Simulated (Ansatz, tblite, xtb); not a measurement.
Scan of H2B (cation, charge +1), singlet: symmetric bend, bond length relaxed. Scanned: H-B-H angle. Other coordinates (B-H bond length) were minimised at B3LYP/def2-TZVP.

GFN2-xTB, 300 K electronic temperature (tblite); GFN1-xTB (xtb); FCI/aug-cc-pVDZ = full CI/aug-cc-pVDZ, frozen core run with Ansatz (a program for electronic structure).

Energies relative to the lowest point of each profile, in kcal/mol:

```tsv
a / °	GFN2-xTB	GFN1-xTB
180	0.0	0.0
172.22	0.1	0.3
160.68	0.5	1.6
147.77	1.7	4.6
139.96	3.0	7.3
129.50	5.5	11.9
118.19	9.7	18.5
107.84	15.1	26.3
101.55	19.4	32.0
89.36	30.0	45.7
79.93	40.8	59.1
71.98	52.1	72.9
```

Question: What does FCI/aug-cc-pVDZ give at the same points?

Answer: 180: 0.0; 172.22: 0.5; 160.68: 2.9; 147.77: 8.1; 139.96: 12.5; 129.50: 20.1; 118.19: 30.6; 107.84: 42.4; 101.55: 50.7; 89.36: 69.5; 79.93: 86.7; 71.98: 102.9 (kcal/mol).

The scan ran from 180.0 to 60.0; beyond the range shown the relaxed coordinates jump or full CI changes its symmetry label.
